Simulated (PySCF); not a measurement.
# Computed records: F₂HOSi, BClH₃OSi, H₃OSi, BClH₄OSi and others

Computed with PySCF 2.14.0. Calculation on a computer-drawn molecule: the log of a Hartree-Fock and frozen-core CCSD(T) single point meant for a local Hartree-Fock minimum, with one planted fault or none, to be diagnosed. Offsets are logged minus clean, where the clean run is the same molecule without the fault. The reference is restricted for singlets and unrestricted otherwise, and also for a bond in bohr or an excited solution. Adding or removing an electron swaps singlet and doublet. The excited solution moves the top pair (singlet) or top alpha electron (doublet) to the lowest empty orbital. Highest occupied and lowest empty are orbital energies over both spins, largest force is the largest gradient component, triples share is (T) over the correlation energy, the T1 limit is 0.02 restricted and 0.045 unrestricted, electrons count all cores, a negative frequency is imaginary (commonest isotopes), and the dipole is about the centre of nuclear charge.

Common to all runs: logged SCF converged yes; possible faults no fault, one electron removed, one electron added, multiplicity raised by two, geometry at a saddle point, SCF held on an excited solution, minimal basis STO-3G, one bond length entered in bohr, all coordinates scaled.

```yaml
- entry: 1
  formula: F2HOSi
  logged_structure:
    atoms_angstrom:
      - [O, -0.9227, -0.603, 1.2781]
      - [Si, 0.0038, 0.0013, -0.0329]
      - [F, 0.4102, 1.4883, 0.6486]
      - [F, -1.2729, 0.6292, -0.9367]
      - [H, -2.0984, 0.6033, 1.8726]
  given:
    meant_charge: -1
    meant_multiplicity: 1
    meant_basis: "aug-cc-pV(D+d)Z"
    logged_electrons: 42
    logged_basis_functions: 110
    logged_spin_squared: 0.869
    "logged_highest_occupied [eV]": -3.6771
    "logged_lowest_empty [eV]": 4.5306
    "logged_largest_force [hartree/bohr]": 0.01876
    logged_T1_diagnostic: 0.057362
    logged_D1_diagnostic: 0.32199
    logged_triples_share: 0.034683
    logged_CC_converged: "yes"
    "logged_dipole_magnitude [debye]": 0.93171
    logged_SCF_stable_within_its_kind: "yes"
    "logged_energy_HF [hartree]": -563.35504
    "logged_energy_CCSD(T) [hartree]": -564.10582
    drawn_bonds_atom: [1, 2, 2, 1]
    drawn_bonds_other_atom: [2, 3, 4, 5]
    drawn_bonds_order: [1, 1, 1, 1]
  results:
    planted_fault: "one bond length entered in bohr, row 4 of the drawn bonds"
    "HF_energy_offset_from_clean_run [kcal/mol]": 76.59
    "CCSD(T)_energy_offset_from_clean_run [kcal/mol]": 80.1
  notes: ["T1 above single-reference limit"]
- entry: 2
  formula: BClH3OSi
  logged_structure:
    atoms_angstrom:
      - [O, -1.8578, -0.1413, -1.7627]
      - [Si, -1.2397, -0.4967, -0.3592]
      - [B, 0.6405, -1.3406, -0.1901]
      - [Cl, 1.4615, -1.627, -1.6683]
      - [H, -1.4911, -0.2536, -2.6344]
      - [H, -2.1585, -0.1518, 0.7214]
      - [H, 1.0911, -1.597, 0.8749]
  given:
    meant_charge: 1
    meant_multiplicity: 1
    meant_basis: "cc-pV(D+d)Z"
    logged_electrons: 46
    logged_basis_functions: 31
    logged_spin_squared: 0.0
    "logged_highest_occupied [eV]": -15.405
    "logged_lowest_empty [eV]": -2.9139
    "logged_largest_force [hartree/bohr]": 0.037187
    logged_T1_diagnostic: 0.027161
    logged_D1_diagnostic: 0.11206
    logged_triples_share: 0.04884
    logged_CC_converged: "yes"
    "logged_dipole_magnitude [debye]": 4.6769
    logged_SCF_stable_within_its_kind: "yes"
    "logged_energy_HF [hartree]": -839.96949
    "logged_energy_CCSD(T) [hartree]": -840.1391
    drawn_bonds_atom: [1, 2, 3, 1, 2, 3]
    drawn_bonds_other_atom: [2, 3, 4, 5, 6, 7]
    drawn_bonds_order: [1, 1, 1, 1, 1, 1]
  results:
    planted_fault: "minimal basis STO-3G"
    "HF_energy_offset_from_clean_run [kcal/mol]": 5994
    "CCSD(T)_energy_offset_from_clean_run [kcal/mol]": 6224
  notes: ["T1 above single-reference limit"]
- entry: 3
  formula: BClH3OSi
  logged_structure:
    atoms_angstrom:
      - [O, -1.8578, -0.1413, -1.7627]
      - [Si, -1.2397, -0.4967, -0.3592]
      - [B, 0.6405, -1.3406, -0.1901]
      - [Cl, 1.4615, -1.627, -1.6683]
      - [H, -1.4911, -0.2536, -2.6344]
      - [H, -2.1585, -0.1518, 0.7214]
      - [H, 1.0911, -1.597, 0.8749]
  given:
    meant_charge: 1
    meant_multiplicity: 1
    meant_basis: "cc-pV(D+d)Z"
    logged_electrons: 46
    logged_basis_functions: 89
    logged_spin_squared: 0.0
    "logged_highest_occupied [eV]": -16.685
    "logged_lowest_empty [eV]": -5.7863
    "logged_largest_force [hartree/bohr]": 1.6812e-05
    "logged_lowest_frequency [cm^-1]": 47.365
    logged_T1_diagnostic: 0.018572
    logged_D1_diagnostic: 0.065872
    logged_triples_share: 0.02736
    logged_CC_converged: "yes"
    "logged_dipole_magnitude [debye]": 3.5457
    logged_SCF_stable_within_its_kind: "yes"
    "logged_energy_HF [hartree]": -849.52136
    "logged_energy_CCSD(T) [hartree]": -850.05755
    drawn_bonds_atom: [1, 2, 3, 1, 2, 3]
    drawn_bonds_other_atom: [2, 3, 4, 5, 6, 7]
    drawn_bonds_order: [1, 1, 1, 1, 1, 1]
  results:
    planted_fault: "no fault"
    "HF_energy_offset_from_clean_run [kcal/mol]": 0.0
    "CCSD(T)_energy_offset_from_clean_run [kcal/mol]": 0.0
- entry: 4
  formula: H3OSi
  logged_structure:
    atoms_angstrom:
      - [O, -1.2245, -1.9899, 1.5453]
      - [Si, -0.6779, -0.5348, 0.7193]
      - [H, -1.2067, -2.7498, 0.9903]
      - [H, -1.5056, -0.6495, -0.5913]
      - [H, 0.6226, -1.0774, 0.0633]
  given:
    meant_charge: -1
    meant_multiplicity: 1
    meant_basis: "aug-cc-pV(D+d)Z"
    logged_electrons: 26
    logged_basis_functions: 82
    logged_spin_squared: 2.0041
    "logged_highest_occupied [eV]": 0.9242
    "logged_lowest_empty [eV]": 3.4659
    "logged_largest_force [hartree/bohr]": 0.078178
    "logged_dipole_magnitude [debye]": 5.3232
    logged_SCF_stable_within_its_kind: "yes"
    "logged_energy_HF [hartree]": -365.49372
    drawn_bonds_atom: [1, 1, 2, 2]
    drawn_bonds_other_atom: [2, 3, 4, 5]
    drawn_bonds_order: [1, 1, 1, 1]
  results:
    planted_fault: "multiplicity raised by two"
    "HF_energy_offset_from_clean_run [kcal/mol]": 38.84
  notes: ["coupled-cluster numbers left out as unreliable", "highest electron not bound in this basis"]
- entry: 5
  formula: BClH4OSi
  logged_structure:
    atoms_angstrom:
      - [O, -2.5057, -1.032, 0.1224]
      - [Si, -1.5753, -1.0822, 1.4874]
      - [B, 0.3089, -1.7573, 1.0995]
      - [Cl, 0.8763, -1.8625, -0.5749]
      - [H, -2.0861, -0.8573, -0.707]
      - [H, -1.4421, 0.263, 2.1013]
      - [H, -2.2615, -1.969, 2.4489]
      - [H, 1.1045, -2.0748, 1.9323]
  given:
    meant_charge: 0
    meant_multiplicity: 1
    meant_basis: "cc-pV(D+d)Z"
    logged_electrons: 47
    logged_basis_functions: 94
    logged_spin_squared: 0.7664
    "logged_highest_occupied [eV]": -17.929
    "logged_lowest_empty [eV]": -8.8548
    "logged_largest_force [hartree/bohr]": 0.10294
    logged_T1_diagnostic: 0.028423
    logged_D1_diagnostic: 0.15928
    logged_triples_share: 0.031118
    logged_CC_converged: "yes"
    "logged_dipole_magnitude [debye]": 3.038
    logged_SCF_stable_within_its_kind: "yes"
    "logged_energy_HF [hartree]": -850.02005
    "logged_energy_CCSD(T) [hartree]": -850.58304
    drawn_bonds_atom: [1, 2, 3, 1, 2, 2, 3]
    drawn_bonds_other_atom: [2, 3, 4, 5, 6, 7, 8]
    drawn_bonds_order: [1, 1, 1, 1, 1, 1, 1]
  results:
    planted_fault: "one electron removed"
    "HF_energy_offset_from_clean_run [kcal/mol]": 228.8
    "CCSD(T)_energy_offset_from_clean_run [kcal/mol]": 230.2
- entry: 6
  formula: BH5OSi2
  logged_structure:
    atoms_angstrom:
      - [O, 1.2936, -0.8712, 1.2115]
      - [Si, -0.4118, -0.8275, 1.3765]
      - [B, -0.3907, 1.149, 0.9627]
      - [Si, 1.6275, 1.2851, 0.7924]
      - [H, 1.8756, -1.5956, 1.3893]
      - [H, -1.009, -1.7579, 0.3913]
      - [H, -0.7687, -1.3063, 2.733]
      - [H, -1.2755, 1.9442, 0.8561]
      - [H, 1.5377, 0.9995, -0.6965]
  given:
    meant_charge: 0
    meant_multiplicity: 1
    meant_basis: "cc-pV(D+d)Z"
    logged_electrons: 46
    logged_basis_functions: 99
    logged_spin_squared: 0.0
    "logged_highest_occupied [eV]": -4.857
    "logged_lowest_empty [eV]": -1.8007
    "logged_largest_force [hartree/bohr]": 0.08577
    logged_CC_converged: "no"
    "logged_dipole_magnitude [debye]": 5.2514
    logged_SCF_stable_within_its_kind: "no"
    "logged_energy_HF [hartree]": -680.03903
    drawn_bonds_atom: [1, 2, 3, 1, 2, 2, 3, 4]
    drawn_bonds_other_atom: [2, 3, 4, 5, 6, 7, 8, 9]
    drawn_bonds_order: [1, 1, 1, 1, 1, 1, 1, 1]
  results:
    planted_fault: "SCF held on an excited solution"
    "HF_energy_offset_from_clean_run [kcal/mol]": 155.6
  notes: ["CCSD not converged"]
- entry: 7
  formula: H4O2Si
  logged_structure:
    atoms_angstrom:
      - [O, -0.0743, -0.0591, 0.0104]
      - [Si, 1.0207, 0.4157, -1.1221]
      - [O, 1.0747, 2.0504, -1.1303]
      - [H, -0.0042, -0.9199, 0.3934]
      - [H, 0.627, 0.0159, -2.4809]
      - [H, 2.3321, -0.1795, -0.7806]
      - [H, 1.1451, 2.5101, -0.3071]
  given:
    meant_charge: 0
    meant_multiplicity: 1
    meant_basis: "cc-pV(D+d)Z"
    logged_electrons: 34
    logged_basis_functions: 71
    logged_spin_squared: 2.0276
    "logged_highest_occupied [eV]": -2.9877
    "logged_lowest_empty [eV]": -3.2711
    "logged_largest_force [hartree/bohr]": 0.056289
    "logged_dipole_magnitude [debye]": 2.5617
    logged_SCF_stable_within_its_kind: "yes"
    "logged_energy_HF [hartree]": -440.76175
    drawn_bonds_atom: [1, 2, 1, 2, 2, 3]
    drawn_bonds_other_atom: [2, 3, 4, 5, 6, 7]
    drawn_bonds_order: [1, 1, 1, 1, 1, 1]
  results:
    planted_fault: "multiplicity raised by two"
    "HF_energy_offset_from_clean_run [kcal/mol]": 204.2
  notes: ["coupled-cluster numbers left out as unreliable"]
- entry: 8
  formula: H5O2Si2
  logged_structure:
    atoms_angstrom:
      - [O, -2.159, -1.2196, 0.0709]
      - [Si, -0.7336, -0.6471, 0.6471]
      - [O, -0.0283, 0.3857, -0.4098]
      - [Si, -0.003, 1.8295, -1.2019]
      - [H, -2.1588, -1.7947, -0.6794]
      - [H, 0.2209, -1.7472, 0.8668]
      - [H, -1.0633, 0.0544, 1.8953]
      - [H, -0.4775, 2.914, -0.3066]
      - [H, 1.3845, 2.1034, -1.6419]
  given:
    meant_charge: 0
    meant_multiplicity: 2
    meant_basis: "cc-pV(D+d)Z"
    logged_electrons: 49
    logged_basis_functions: 99
    logged_spin_squared: 0.7531
    "logged_highest_occupied [eV]": -8.9724
    "logged_lowest_empty [eV]": 1.7376
    "logged_largest_force [hartree/bohr]": 2.316e-06
    "logged_lowest_frequency [cm^-1]": 35.525
    logged_T1_diagnostic: 0.013765
    logged_D1_diagnostic: 0.049819
    logged_triples_share: 0.021266
    logged_CC_converged: "yes"
    "logged_dipole_magnitude [debye]": 1.1749
    logged_SCF_stable_within_its_kind: "yes"
    "logged_energy_HF [hartree]": -730.6099
    "logged_energy_CCSD(T) [hartree]": -731.21177
    drawn_bonds_atom: [1, 2, 3, 1, 2, 2, 4, 4]
    drawn_bonds_other_atom: [2, 3, 4, 5, 6, 7, 8, 9]
    drawn_bonds_order: [1, 1, 1, 1, 1, 1, 1, 1]
  results:
    planted_fault: null
```

To be estimated
1. H₅O₂Si₂ (entry 8): planted fault?

## Answers
1. no fault

Further results for H₅O₂Si₂ (entry 8):

| Item | Value |
| --- | --- |
| HF energy offset from clean run | 0 kcal/mol |
| CCSD(T) energy offset from clean run | 0 kcal/mol |
